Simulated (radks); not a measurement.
Results of a calculation; reference values are marked as such.
Task: Mn5+, 20 electrons, occupied as [Ar] 3d2. Code: a radial shooting solver on a logarithmic mesh with Libxc functionals. Model: Dirac Kohn-Sham, Wu-Cohen GGA, spin-unpolarised, spherical densities, finite nucleus; open shells fill j = l - 1/2 first; Fermi nuclear charge, rms radius 3.7057 fm. Some entries of the table are withheld. Estimate them.

orbital,occ.,eigenvalue (eV),r(max) (bohr)
1s1/2,2,-6510.350,0.03988
2s1/2,2,-829.6408,0.2327
2p1/2,2,-723.1438,0.1867
2p3/2,4,-712.7222,0.1892
3s1/2,2,(1),(2)
3p1/2,2,(3),0.7296
3p3/2,4,(4),0.7360
3d3/2,2,-82.6383,0.6933
3d5/2,0,-82.4578,0.6951

Result: 
(1) 3s1/2 eigenvalue (eV): -165.0143
(2) 3s1/2 r(max) (bohr): 0.7250
(3) 3p1/2 eigenvalue (eV): -133.9080
(4) 3p3/2 eigenvalue (eV): -132.4739
